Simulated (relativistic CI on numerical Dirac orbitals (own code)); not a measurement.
Method of calculation: Dirac-Coulomb-Breit CI, KLI orbitals optimised for each configuration, model QED (radiative potential, 1s self-energy scaled to tabulated hydrogen-like ionisation energies), unscaled Slater integrals (own radial code, finite nucleus).

CI space (outside the closed core [Ne]): 3s, 3p, 3d, 4s, 4p, 4d, 4f, 5s, 5p, 5d, 5f, 5g, 6s, 6p, 6d, 7s, 7p. Levels of other configurations are missing.

At this charge energies of transitions that change n are usually good to better than 1 %, and those within a shell (Δn = 0) to a few per cent.

Outline of the computed level scheme of Zr XXX. Lowest level of each configuration: 3s ²S1/2 at 0.00 eV; 3p ²P°1/2 at 65.64 eV; 3d ²D3/2 at 173.40 eV; 4s ²S1/2 at 727.39 eV; 4p ²P°1/2 at 754.27 eV; 4d ²D3/2 at 795.24 eV; 4f ²F°5/2 at 813.49 eV; 5s ²S1/2 at 1047.25 eV; 5p ²P°1/2 at 1060.72 eV.

Some strong electric-dipole decays among the lowest 15 levels: 4f ²F°7/2 → 3d ²D5/2 (1.2e+13 s⁻¹); 4f ²F°5/2 → 3d ²D3/2 (1.1e+13 s⁻¹); 4d ²D5/2 → 3p ²P°3/2 (5.6e+12 s⁻¹); 4d ²D3/2 → 3p ²P°1/2 (4.6e+12 s⁻¹); 4p ²P°1/2 → 3s ²S1/2 (2.6e+12 s⁻¹); 4p ²P°3/2 → 3s ²S1/2 (2.3e+12 s⁻¹); 4s ²S1/2 → 3p ²P°3/2 (2.0e+12 s⁻¹); 5p ²P°1/2 → 3s ²S1/2 (1.5e+12 s⁻¹).
